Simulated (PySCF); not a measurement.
Ionisation energy of Ru(2+) by level of theory

Ru(2+) [Kr] 4d6 (5D) → Ru(3+) [Kr] 4d5 (6S), as a difference of total energies. Calculation: PySCF 2.14, in aug-cc-pwCVDZ-PP with ECP28MDF; scalar relativity through the core potential. Correlated levels: valence: 4s2 4p6 frozen; valence and next inner shell: nothing frozen outside the core potential. The calculations carry no spin-orbit coupling.

| method | ionisation energy (eV) | difference from reference (eV) |
| --- | --- | --- |
| UHF | 26.418 | -2.052 |
| LDA | 28.642 | +0.172 |
| PBE | 28.495 | +0.025 |
| PBE0 | 28.282 | -0.188 |
| r2SCAN | 27.886 | -0.584 |
| CAM-B3LYP | 28.469 | -0.001 |
| wB97M-V | 28.252 | -0.218 |
| M06-2X | 28.785 | +0.315 |
| r2SCAN0 | 27.878 | -0.592 |
| MP2 (valence) | 27.528 | -0.942 |
| SCS-MP2 (valence) | 27.755 | -0.715 |
| MP2 (valence and next inner shell) | 27.489 | -0.981 |
| SCS-MP2 (valence and next inner shell) | 27.503 | -0.967 |

Reference: 28.47 eV (semi-empirical (NIST evaluation); NIST Atomic Spectra Database, ionization energies).

The reference lies between the lowest fine-structure levels, while these numbers refer to the centres of the terms.

Errors of the correlated levels include the incompleteness of this basis and the frozen core.
